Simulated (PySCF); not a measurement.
**Electronic structure of Cr²¹⁺ (chromium, charge +21) at the UHF level**

Configuration: [He] 2s1, 2S determinant. All numbers are calculated (PySCF 2.14, scalar relativity by spin-free X2C-1e, in an even-tempered Gaussian basis (19 s from 4.6 bohr⁻², ratio 2.2; 8 p from 7.2 bohr⁻², ratio 2.4; 6 d from 22 bohr⁻², ratio 2.4; 5 f from 33 bohr⁻², ratio 2.4; 4 g from 49 bohr⁻², ratio 2.4)).

- Total energy: -628.603763 hartree
- One-electron energy: -652.8107 hartree
- Hartree (Coulomb) energy: 41.4530 hartree
- Exchange energy: -17.2461 hartree
- ⟨S²⟩: 0.7500
- ⟨L²⟩: 0.000
- Sum of ⟨r⟩: 0.3862 bohr
- Sum of ⟨r²⟩: 0.09009 bohr²

| shell | electrons | mean orbital energy (hartree) | rms radius, mean of both spins (bohr) |
| --- | --- | --- | --- |
| 1s α | 1 | -270.81811 | 0.0725 |
| 1s β | 1 | -270.31084 | 0.0725 |
| 2s α | 1 | -63.26792 | 0.282 |

Densities and radii are taken from the X2C orbitals without a picture-change correction, which distorts them close to the nucleus.
